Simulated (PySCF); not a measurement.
# MNH across the 5d metals

Level: PBE0, basis family def2-TZVP, scalar-relativistic core potentials from Rb on and no relativity for lighter atoms.

Each entry is the lowest minimum that a search over a few typed start shapes (and spin states, where more than one is plausible) found, or that minimum re-optimised at the stated level; isomers with ligand–ligand bonds, or fragments after loss of a ligand pair, can lie lower. Open shells are unrestricted; no spin–orbit coupling; PySCF with density fitting.

(1) Order by mean bond length to the first atom of the formula (for M2X and M3X the non-metal), shortest first (Å).
A. HOsN
B. HIrN
C. HReN
D. HWN
E. HPtN
F. HHfN

(2) Give point groups and multiplicities.

## Answers

(1) A (1.591), B (1.603), C (1.632), E (1.650), D (1.678), F (1.796).

(2) HHfN Cs singlet, HWN Cs triplet, HReN Cs doublet, HOsN Cs singlet, HIrN Cs doublet, HPtN Cs triplet.

Spin–orbit coupling can matter for HHfN, HWN, HReN, HOsN, HIrN, HPtN.

Left out of the table are members whose search was unfinished or whose lowest solution was spin-contaminated, unstable, very soft or bonded differently.

Open d and f shells are single-determinant solutions and may miss the true ground state.
